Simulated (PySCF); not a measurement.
PySCF job for hydrogen (H2), SMILES [H][H], PBE/pcJ-2. Coordinates come from a PBE0-D3(BJ)/def2-TZVPD optimisation.

```python
import numpy as np
from pyscf import gto, scf, dft
from pyscf.prop.ssc import rks as ssc

mol = gto.M(
    atom='''
    H     0.00000000    0.00000000   -0.37312407
    H     0.00000000    0.00000000    0.37312407
    ''',
    basis='pcJ-2',
    charge=0,
    spin=0,
    max_memory=1600,
    verbose=3,
)
mf = dft.RKS(mol, xc='pbe')
mf.grids.level = 3
mf.conv_tol = 1e-10
mf.max_cycle = 100
mf.kernel()
j = ssc.SSC(mf)
j.with_fcsd = True
j.max_cycle_cphf = 80
j.conv_tol = 1e-7
e11 = j.kernel()
```

Log of the run:

```
converged SCF energy = -1.16660962419883
Reduced spin-spin coupling constant K (Hz)
               #0        #1
        0 H    0.00000
        1 H    9.40526   0.00000
Spin-spin coupling constant J (Hz)
               #0        #1
        0 H    0.00000
        1 H  293.44410   0.00000
```

The calculation finished and met its thresholds.
